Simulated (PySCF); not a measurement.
Input of a run (PBE0-D3(BJ)/def2-SVP geometry optimisation, gas phase (PySCF 2.14.0)), started from GFN2-xTB:
```
{"job": {"xc": "PBE0", "basis": "def2-SVP", "d3": "d3bj", "grid": 1, "kind": "geom"}, "charge": 0, "multiplicity": 1}
O     -3.889634    -0.268933    -0.683625
C     -3.068358    -0.145586     0.189662
O     -3.412399    -0.024885     1.480968
C     -1.605056    -0.113157    -0.030929
C     -1.121937    -0.242064    -1.333374
C      0.233559    -0.224305    -1.575507
C      1.122574    -0.077494    -0.512967
O      2.463270    -0.083554    -0.850936
C      3.376828     0.350683     0.042402
F      3.642727    -0.576691     0.998316
F      4.526510     0.544013    -0.614604
C      0.653650     0.043165     0.788626
C     -0.709772     0.028039     1.023374
H     -4.377944    -0.058234     1.566326
H     -1.829529    -0.352606    -2.140452
H      0.631495    -0.324425    -2.572238
H      3.105090     1.289388     0.563608
H      1.332236     0.125616     1.623253
H     -1.083115     0.120282     2.030635
```

Output (energies in Eh, forces in Eh/bohr):
```
step   0  E = -732.54015495  max force = 0.020616
step   1  E = -732.54205824  max force = 0.008974
step   2  E = -732.54217051  max force = 0.003313
step   3  E = -732.54220978  max force = 0.003171
step   4  E = -732.54229750  max force = 0.000893
step   5  E = -732.54228782  max force = 0.000675
step   6  E = -732.54229984  max force = 0.000227
optimisation converged
```

Q: Summarise the run.

A: The energy falls by 0.058 eV over 7 energy and gradient evaluations, the largest force component goes from 0.0206 to 2.3e-04 Eh/bohr, and the atoms move by 0.088 Å rms after alignment. The bond that changes most is C7–O8 (aromatic carbon bearing oxygen to aryl ether oxygen), which shortens by 0.019 Å. Bonds longer at the end by more than 0.005 Å: 10 of 19; shorter: 3. Among the angles that change most is C2–O3–H14, from 109.7° to 106.2°. The energy rose by more than 1e-6 Eh at step 5. The first step brought 89 % of the lowering.

Q: What are the final bond lengths?

A: O1=C2 1.206 Å, C2–O3 1.341 Å, C2–C4 1.483 Å, C4–C5 1.401 Å, C5–C6 1.385 Å, C6–C7 1.398 Å, C7–O8 1.364 Å, O8–C9 1.364 Å, C9–F10 1.347 Å, C9–F11 1.327 Å, C7–C12 1.398 Å, C12–C13 1.392 Å, C4–C13 1.397 Å, O3–H14 0.969 Å, C5–H15 1.092 Å, C6–H16 1.091 Å, C9–H17 1.106 Å, C12–H18 1.090 Å, C13–H19 1.091 Å. Numbering counts from 1 in the input's order; the species is 4-(difluoromethoxy)benzoic acid, `c1(ccc(C(O)=O)cc1)OC(F)F`.

The run used 212 basis functions and 53 SCF cycles in all. Cost: about 8 min of CPU time on one thread; the machine was shared, so the figure is rough.

No PBE0-D3(BJ)/def2-SVP frequencies stand behind this structure, so it isn't proved a minimum. The numbers are those of one conformer.

The values belong to the conformer `[O:1]=[C:2]([OH:3])[c:4]1[cH:5][cH:6][c:7]([O:8][CH:9]([F:10])[F:11])[cH:12][cH:13]1`: O1–C2–C4–C5 -1°, C6–C7–O8–C9 156°, C7–O8–C9–F10 80°, H–O3–C2–O1 0°.
